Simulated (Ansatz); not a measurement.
Consider the formal exchange of groups at a B–Ge bond: `[CH3][GeH2][BH][AlH2]` + `CCCCBr` → `CCC[BH][AlH2]` + `[CH3][GeH2][CH2]Br`.

Gas-phase electronic energies from Ansatz, PBE0-D4/def2-TZVP geometries. CBS: MP2 limit from def2 TZ/QZ plus the TZ coupled-cluster correction, frozen cores. Functionals use def2-TZVPP. B3LYP here is the variant with VWN-RPA as its local correlation; programs differ in this. For Br, Ge outer-core shells are correlated without core-valence functions, which leaves a few kJ/mol of doubt a bond. Scalar relativity is left out up to krypton. Each species was taken in one conformer, which may not be the lowest.

```
         level  ΔE (eV)
     r2SCAN-D4    -0.15
       PBE0-D4    -0.15
        B2PLYP    -0.16
        r2SCAN    -0.15
         B3LYP    -0.13
 HF/def2-TZVPP    -0.10
 HF/def2-QZVPP    -0.11
MP2/def2-QZVPP    -0.20
```

(1) What does CCSD(T)/CBS give? (Estimate.)

Largest T1 diagnostic among the species: 0.012.

Answers

(1) Computed: -0.14 eV. The listed levels differ from it by -0.01, -0.01, -0.02, -0.01, 0.01, 0.04, 0.03, -0.06 eV.

The D4 term adds −0.05 eV with B3LYP and −0.03 eV with PBE0; it sums over pairs of atoms, weighted by their polarisabilities, and B3LYP, whose exchange is more repulsive, gets the larger term. In def2-TZVPP, CCSD(T) changes the Hartree–Fock value by −0.05 eV (the triples alone add −0.01 eV) and MP2 by −0.10 eV.
